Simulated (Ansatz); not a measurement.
Molecule: C5H4F, net charge 0, doublet state. It need not be the lowest isomer of its formula. 
Coordinates optimised at B3LYP-D3(BJ)/def2-TZVP (Ansatz, a program for electronic structure):
```xyz
10

F      1.0313     1.7048    -0.1292
C      0.4259     0.5153    -0.0405
C      1.0164    -0.6856     0.0337
C     -0.0901    -1.6279     0.1120
C     -1.2982    -1.0774     0.0899
C     -1.0681     0.4242    -0.0153
H      2.0705    -0.9070     0.0354
H     -2.2702    -1.5404     0.1338
H     -1.4874     0.9663     0.8383
H     -1.5099     0.8463    -0.9235
```
Charge 0, spin multiplicity 2.

Quantity: atomisation energy (electronic, to ground-state atoms), in kcal/mol. Cores are frozen in the correlated levels unless marked. Open shells are spin-unrestricted. Spin-orbit coupling is left out. Non-relativistic. The coupled-cluster limit lacks core correlation, which all-electron functionals hold. CBS marks a two-point X^-3 extrapolation of the correlation energy; Hartree-Fock from the larger set.

The UHF reference is spin-contaminated (<S^2> 0.48 over the pure value in the largest basis). 

| level | program | atomisation energy (kcal/mol) |
|---|---|---|
| revPBE-D3(BJ)/def2-TZVPD | Ansatz + dftd3 | 1078.7 |
| PBE0-D3(BJ)/def2-TZVPD | Ansatz + dftd3 | ___ |
| wB97X-V/def2-TZVPD | Ansatz | 1066.5 |
| B2GP-PLYP-D4/def2-TZVPD | Ansatz + dftd4 | ___ |
| SCS-MP2/cc-pVTZ | Ansatz | 1031.1 |
| CCSD(T)/CBS(cc-pVTZ,cc-pVQZ) | Ansatz | 1061.5 |

**Question.** Fill in the missing entries.

**Answer.** 
- PBE0-D3(BJ)/def2-TZVPD, atomisation energy (kcal/mol): 1087.9
- B2GP-PLYP-D4/def2-TZVPD, atomisation energy (kcal/mol): 1054.2
